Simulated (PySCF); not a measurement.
## Electric properties by functional and basis

C2H6BPSi.
Structure used (PBE0-D3(BJ)/def2-SVP), in Å, numbered top down from 1:
```
atom  x, y, z in Å
C1     3.3078   -0.3971   -0.0066
C2     2.1867   -0.0111   -0.2959
B3     0.7826    0.4327   -0.6318
P4    -0.4325    0.9650    0.6926
Si5   -2.3095   -0.1152    0.0871
H6     4.2982   -0.7359    0.2383
H7     0.4370    0.5577   -1.7833
H8    -0.0153    0.2468    1.8466
H9    -2.1377   -1.5915   -0.0631
H10   -3.3563    0.1458    1.1188
H11   -2.7224    0.4771   -1.2186
```

PySCF, dipoles from the SCF density, polarisabilities from static response with core orbitals frozen. Isolated species at its PBE0-D3(BJ)/def2-SVP geometry (one conformer only).

The anisotropy is √(½[(α1 − α2)² + (α2 − α3)² + (α3 − α1)²]).

```tsv
level	μ (D)	α (Å³)	anisotropy (Å³)
LDA/def2-SVPD	1.019	15.71	10.90
PBE/def2-SVPD	0.996	15.40	10.66
B3LYP/def2-SVPD	0.980	14.92	9.78
PBE0/def2-SVPD	1.025	14.79	9.67
BHandHLYP/def2-SVPD	1.027	14.30	8.81
CAM-B3LYP/def2-SVPD	1.009	14.56	9.08
wB97X-D/def2-SVPD	1.049	14.58	9.04
LC-wPBE/def2-SVPD	1.071	14.10	8.49
HF/def2-SVPD	1.169	13.66	7.63
PBE0/6-31G*	1.304	12.28	10.02
PBE0/def2-SVP	1.150	12.81	10.02
PBE0/6-31+G*	1.207	13.68	9.90
PBE0/aug-cc-pVDZ	1.027	15.09	9.75
PBE0/def2-TZVP	1.022	14.26	10.00
PBE0/def2-TZVPD	1.007	15.06	9.73
```

The dipole runs from 0.98 D (B3LYP/def2-SVPD) to 1.30 D (PBE0/6-31G*). No reference polarisability is at hand; against PBE0 in the largest diffuse basis at hand (def2-TZVPD) the other PBE0 rows deviate by 6-31G* -19%, def2-SVP -15%, 6-31+G* -9%, def2-SVPD -2%, aug-cc-pVDZ 0%, def2-TZVP -5%. In one basis (def2-SVPD) the functionals order the polarisability from HF (lowest) to LDA (highest), a spread of 15%. With PBE0 the polarisability is 13.12 Å³ without diffuse functions (mean of 6-31G*, def2-SVP and def2-TZVP) and 14.66 Å³ with them (mean of 6-31+G*, def2-SVPD, aug-cc-pVDZ and def2-TZVPD).
